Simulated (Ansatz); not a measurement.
Relaxation of BF2HSe (5 atoms, charge 0, multiplicity 1), to a largest force component of 0.02 eV/Å in at most 50 steps.

All numbers below come from Ansatz 0.2.0, RKS PBE/def2-SVP.

```xyz
5
Properties=species:S:1:pos:R:3:forces:R:3
F 0.889 -1.625 -0.013 -3.06 3.45 1.59
B 0.036 -0.458 0.397 -0.30 -2.72 0.54
F -1.157 -0.666 1.212 3.66 0.17 -2.46
Se 0.611 1.418 -0.182 -1.24 -1.04 -1.01
H -0.329 1.257 -1.456 0.93 0.15 1.34
```

Task: Where does it end, and by what steps?

Result: It converged. After 11 steps the energy has fallen by 1.410 eV; H5 moved furthest, 0.84 Å.

```
step  energy less start (eV)  largest force component (eV/Å)  accepted
   0                  0.0000                           3.663       yes
   1                 -0.8023                           2.549       yes
   2                 -0.6835                           2.141        no
   3                 -1.0126                           0.380       yes
   4                 -1.0603                           0.270       yes
   5                 -1.1277                           0.555       yes
   6                 -1.1479                           1.527       yes
   7                 -1.3117                           0.504       yes
   8                 -1.3964                           0.273       yes
   9                 -1.4070                           0.098       yes
  10                 -1.4095                           0.044       yes
  11                 -1.4096                           0.009       yes
```

```xyz
5
Properties=species:S:1:pos:R:3
F 0.980 -1.490 0.589
B 0.108 -0.544 0.252
F -1.170 -0.717 0.577
Se 0.744 1.040 -0.697
H -0.612 1.637 -0.762
```

Whether the end is a true minimum wasn't checked by a vibrational analysis.

The run took 39 s on 1 thread of Arm Neoverse N1, with other jobs on the host, peak memory 0.14 GiB.
